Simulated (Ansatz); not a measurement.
The first iterations of a band of BF2HO + H2O (8 atoms, charge 0, multiplicity 1).

These are results of RKS CAM-B3LYP-D4/def2-SVP in Ansatz 0.2.0, not measurements.

* movable images: 7
* climbing image: yes
* spring: 5.0 eV/Å²
* optimiser: quadratic models (default)
* start path: through a guess of the saddle point
* force threshold: 0.05 eV/Å
* iteration limit: 60
* end points: relaxed

First end point:

```xyz
8
Properties=species:S:1:pos:R:3
B -0.097 -0.091 0.004
F -0.213 -0.877 1.102
O 1.109 -0.074 -0.658
H 1.754 -0.650 -0.233
F -1.205 0.122 -0.706
O -0.018 1.575 0.919
H 0.839 1.944 0.657
H 0.029 1.395 1.868
```

Last end point:

```xyz
8
Properties=species:S:1:pos:R:3
B 0.212 0.456 -0.242
F -0.479 -0.284 2.300
O 1.444 0.012 -0.561
H 1.437 -0.792 -1.094
F -0.886 -0.127 -0.699
O 0.059 1.559 0.551
H 0.910 1.952 0.782
H -0.497 0.570 1.917
```

| iteration | highest image above the first end (eV) | largest band force component (eV/Å) |
| --- | --- | --- |
| 1 | 6.228 | 29.184 |
| 2 | 3.183 | 3.644 |
| 3 | 2.118 | 2.389 |
| 4 | 1.310 | 1.493 |

Question: Does the band converge within its limit, and where does its top end?

Answer: It converged. It ended after 14 iterations with the highest image 0.852 eV above the first end. Beside the main top the profile has a ripple of under 15 meV (maxima at images 2, 5), which may be a very shallow well or noise. A vibrational analysis at the climbing image gives one clearly imaginary mode, 1010i cm⁻¹: a first-order saddle point. The orbitals stay closed-shell, which can raise the energy where a bond breaks towards radicals; this wasn't checked here.

The run took 3 min on 2 threads of Arm Neoverse V1, on a shared host, peak memory 0.18 GiB.
